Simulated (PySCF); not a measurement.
Harmonic spectrum computed at PBE0 in the def2-TZVP basis family (core potentials from Rb on, PySCF, no spin–orbit coupling):

```json
{"ω (cm⁻¹)": "461", "IR (km/mol)": "13.7"}
{"ω (cm⁻¹)": "911", "IR (km/mol)": "13.2"}
{"ω (cm⁻¹)": "1781", "IR (km/mol)": "92.6"}
```

Task: Which molecule gave it? In each, all ligands are bound to the one heavy central atom.
A. HSnO (doublet)
B. HAlO (singlet)
C. HGeO (doublet)
D. HSiO (doublet)
E. HPO (singlet)

Result: C. It has Cs symmetry with Ge–H 1.599 Å, Ge–O 1.651 Å.
